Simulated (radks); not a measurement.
Species: the copper ion Cu3+. Configuration: [Ar] 3d7 6s1 (not the ground configuration).

Method: scalar-relativistic Kohn-Sham, BLYP, spin-unpolarised, spherical densities, finite nucleus; Fermi nuclear charge, rms radius 3.8823 fm; computed with a radial shooting solver on a logarithmic mesh with Libxc functionals.

Energy parts (hartree):
part                       energy
total                 -1650.93328
kinetic                1675.73517
electron-nucleus      -3914.98104
Hartree                 654.15838
exchange-correlation    -65.84579

Orbitals (lengths in bohr, moments of r in powers of bohr; <r^-3> diverges for s and p1/2):
orbital  occ.  eigenvalue (hartree)  <r^-3>      <r>   <1/r>
1s          2             -327.7968       -  0.05213   29.16
2s          2             -41.53227       -   0.2352   6.327
2p          6             -36.18947   706.2   0.2064   6.210
3s          2              -6.56382       -   0.6992   2.033
3p          6              -4.98170   94.92   0.7261   1.894
3d          7              -2.42544   9.855   0.8078   1.592
6s          1              -0.39771       -    6.823  0.1998

The highest occupied level is 6s at -10.822 eV. Summed over all electrons, <r^2> = 62.79 bohr^2, which gives a Langevin (diamagnetic) susceptibility term of -49.7 x 10^-6 cm^3/mol. The density falls to 0.001 e/bohr^3 at r = 2.68 bohr. The electron density at the nucleus is 2.242e+04 e/bohr^3 (large components only).
